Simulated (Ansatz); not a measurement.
`CB(N)[TeH]` → B• + C• + 6 H• + N• + Te•  (atomization)

Program: Ansatz. Geometries: PBE0-D4/def2-TZVP. ΔE: electronic, gas phase. CCSD(T)/CBS is the MP2 limit (def2-TZVPP, def2-QZVPP) plus CCSD(T) − MP2 in def2-TZVPP, frozen cores. This one scheme is used for every species, atoms too. DFT in def2-TZVPP. No spin–orbit coupling; open shells (•) take unrestricted orbitals. Spin–orbit coupling would lower the free atoms: a little for B, C; strongly for Te. def2 core potentials past Kr. For Te outer-core shells are correlated without core-valence functions, so the limit isn't a true one: a few kJ/mol of doubt a bond, and 10 to 20 or more in all where bonds break to atoms. One conformer a species, not always the lowest.

`CB(N)[TeH]`:

Z-matrix (Å, degrees):
```
C
B 1 1.570
H 1 1.094 2 111.3
H 1 1.094 2 112.4 3 120.9
H 1 1.094 2 111.2 3 -118.3
N 2 1.391 1 122.2 3 -121.2
Te 2 2.186 1 117.5 3 58.8
H 6 1.005 2 124.4 1 -180.0
H 6 1.007 2 121.7 1 -0.0
H 7 1.659 2 94.9 1 180.0
```

| level | ΔE (kcal/mol) |
| --- | --- |
| ωB97M-V | 850.7 |
| CCSD(T)/def2-TZVPP | 826.2 |
| HF/CBS(def2) | 617.8 |
| CCSD/CBS(def2) | 837.7 |

**Question.** What does CCSD(T)/CBS give? (An estimate is asked.)

**Answer.** The calculation gave: +850.2 kcal/mol. The listed levels differ from it by 0.5, -24.0, -232.4, -12.5 kcal/mol.

Largest T1 diagnostic among the species: 0.014.

In def2-TZVPP, CCSD(T) changes the Hartree–Fock value by +209.5 kcal/mol (the triples alone add +12.5 kcal/mol) and MP2 by +218.4 kcal/mol; breaking electron pairs costs correlation energy, which Hartree–Fock lacks. From PBE to PBE0 (25 % exact exchange), in def2-TZVPP and without D4, ΔE moves by −13.1 kcal/mol: exact exchange takes away binding that semilocal exchange gives to molecules.

For atomizations the MP2-based limit and the directly extrapolated one differ by several kJ/mol either way, and by 10 to 25 for some Ge, Se and Sn compounds, so smaller differences from it don't rank the levels.
